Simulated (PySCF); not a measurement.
BF3OEt2, C4H10BF3O.
Bonds: C1–C2, C2–O3, O3–C4, C4–C5, O3–B6, B6–F7, B6–F8, B6–F9. Hydrogens: H10, H11, H12 on C1; H13, H14 on C2; H15, H16 on C4; H17, H18, H19 on C5.

Method: PySCF 2.14.0, PBE0-D3(BJ)/def2-SVP geometry optimisation, gas phase.

List the bond lengths, angles and torsions at this level.

```csv
bond,length (bohr)
"C1–C2, C4–C5",2.849
"C2–O3, O3–C4",2.716
O3–B6,3.127
"B6–F7, B6–F8, B6–F9",2.567
C1–H10 and 5 like bonds,2.078
C2–H13 and 3 like bonds,2.077
```

Bonds in one row agree within 0.02 bohr and their mean is given. A selection of angles:
```csv
angle,degrees
C1–C2–O3,110.6
C2–O3–C4,117.9
C2–O3–B6,116.2
C4–O3–B6,119.9
O3–B6–F7,104.1
O3–B6–F9,102.4
F7–B6–F8,114.9
F7–B6–F9,114.2
```

Torsions: C1–C2–O3–C4 96° (anticlinal); C2–O3–C4–C5 83° (synclinal); C2–O3–B6–F7 -63° (synclinal). The mirror-image conformer, all signs reversed, is as good.

O3 (oxygen bonded to B and 2 C) has angles 119.9°, 117.9° and 116.2°, sum 354.0°, 0.21 Å off the plane of its three neighbours. B6 (four-coordinate boron) is distorted tetrahedral (angles from 102.4° to 116.0°). Of the pairs four or more bonds apart, F8···H15 is among the closest relative to their van der Waals radii: 2.36 Å, 89 % of the sum of Bondi's values.

Point group: C1 (no symmetry element, even within 0.4 Å). No frequency check. The numbers are those of one conformer.

Cost: about 3 min of CPU time on one thread; the machine was shared, so the figure is rough. That covers the optimisation of the geometry.
